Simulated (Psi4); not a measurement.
Relaxed torsion scan: SMILES [SiH3]O[SiH2][SiH3] (H8OSi3). Scanned: dihedral Si1–O2–Si3–Si4; all other coordinates were relaxed at B3LYP-D3(BJ)/def2-SVP. Points at φ and −φ are mirror images. Heavy atoms are numbered in the order of the SMILES [SiH3]O[SiH2][SiH3], hydrogens after them in the order of the atoms that carry them; the mirror image has the same energies with the sign of each dihedral reversed.

Levels: PBE/def2-TZVP // B3LYP-D3(BJ)/def2-SVP (Psi4); PBE-D3(BJ)/def2-TZVP // B3LYP-D3(BJ)/def2-SVP (Psi4); B3LYP/def2-TZVP // B3LYP-D3(BJ)/def2-SVP (Psi4); MP2/cc-pVTZ = DF-MP2 (frozen core)/cc-pVTZ // B3LYP-D3(BJ)/def2-SVP in Psi4.

Energies relative to the lowest point of each profile, in kJ/mol; the last columns give the difference from MP2:

| φ / ° | PBE/def2-TZVP | PBE-D3(BJ)/def2-TZVP | B3LYP/def2-TZVP | MP2/cc-pVTZ | PBE/def2-TZVP − MP2/cc-pVTZ | PBE-D3(BJ)/def2-TZVP − MP2/cc-pVTZ | B3LYP/def2-TZVP − MP2/cc-pVTZ |
|---|---|---|---|---|---|---|---|
| -150 | 0.4 | 1.6 | 0.1 | 0.6 | -0.1 | 1.0 | -0.5 |
| -90 | 0.1 | 0.8 | 0.4 | 0.3 | -0.2 | 0.5 | 0.1 |
| -60 | 0.0 | 0.3 | 0.7 | 0.1 | -0.1 | 0.2 | 0.6 |
| -30 | 0.1 | 0.0 | 1.2 | 0.0 | 0.1 | 0.0 | 1.2 |
| 0 | 0.3 | 0.0 | 1.5 | 0.0 | 0.3 | 0.0 | 1.5 |
| 30 | 0.1 | 0.0 | 1.2 | 0.0 | 0.1 | 0.0 | 1.2 |
| 60 | 0.0 | 0.3 | 0.7 | 0.1 | -0.1 | 0.2 | 0.6 |
| 90 | 0.1 | 0.8 | 0.4 | 0.3 | -0.2 | 0.5 | 0.1 |
| 150 | 0.4 | 1.6 | 0.1 | 0.6 | -0.1 | 1.0 | -0.5 |
| 180 | 0.5 | 1.8 | 0.0 | 0.7 | -0.2 | 1.1 | -0.7 |

PBE/def2-TZVP is furthest from MP2/cc-pVTZ at 0 (0.3 kJ/mol, above); its mean absolute difference over the points is 0.2 kJ/mol.

PBE-D3(BJ)/def2-TZVP is furthest from MP2/cc-pVTZ at 180 (1.1 kJ/mol, above); its mean absolute difference over the points is 0.4 kJ/mol.

B3LYP/def2-TZVP is furthest from MP2/cc-pVTZ at 0 (1.5 kJ/mol, above); its mean absolute difference over the points is 0.7 kJ/mol.
